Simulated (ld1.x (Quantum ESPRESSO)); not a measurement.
# B (Z = 5), RRKJ: configuration errors across variants

```
Element                 : boron
Generator               : ld1.x (Quantum ESPRESSO) 7.5
Type                    : norm-conserving RRKJ (Kleinman–Bylander form)
Functional              : PBE
Relativity              : non-relativistic
Frozen core             : [He]
Valence charge          : 3
Reference configuration : 2s1.75 2p1.25
Partial waves           : 2p (bound): rc 2.10 bohr; 3d channel at 0.1 Ry: rc 1.95 bohr; 2s (bound): rc 1.30 bohr
Local potential         : the s channel
Core correction         : a·sin(br)/r model core, default radius (core density twice the valence density)
rho0                    : 0.005
```

All-electron excitation energies from the reference (eV): (1) 2s2 2p1 -1.459; (2) 2s2 2p0 6.763; (3) 2s1 2p0 32.178; (4) 2s0 2p3 10.249; (5) 2s1 2p2 4.386; (6) 2s2 2p0.5 1.430; (7) 2s1 2p1 12.897.

The default core radius of the base comes out at 0.68 bohr.

Errors AE − PS in meV (a dash: test not solved or not reliable):

| change | (1) | (2) | (3) | (4) | (5) | (6) | (7) | bound ghosts |
| --- | --- | --- | --- | --- | --- | --- | --- | --- |
| base | -0.1 | +33 | +125 | -5.6 | -1.0 | +5.3 | -4.4 | none |
| core correction none | 0.0 | +43 | +153 | -6.3 | -0.2 | +7.2 | -6.9 | none |
| core correction a·sin(br)/r model core inside 0.56 bohr | -0.1 | +31 | +112 | -6.8 | -1.2 | +4.9 | -4.9 | none |
| core correction a·sin(br)/r model core inside 0.68 bohr | -0.1 | +33 | +125 | -5.6 | -1.0 | +5.3 | -4.4 | none |
| core correction a·sin(br)/r model core inside 0.88 bohr | -0.1 | +34 | +143 | -5.2 | -0.9 | +5.3 | -4.4 | none |
| core correction a·sin(br)/r model core inside 1.08 bohr | -0.1 | +36 | +128 | -0.4 | -0.3 | +6.0 | -7.1 | none |
| core correction a·sin(br)/r model core inside 1.40 bohr | 0.0 | +42 | +148 | -4.1 | +0.1 | +7.2 | -6.9 | none |
| core correction a·sin(br)/r model core inside 1.58 bohr | 0.0 | +42 | +152 | -5.8 | -0.1 | +7.2 | -6.9 | none |

**Question.** Give the same row for: core correction a·sin(br)/r model core inside 1.20 bohr.

**Answer.** 0.0, +40, +140, +0.9, +0.5, +6.8, -7.0; bound ghosts: none.
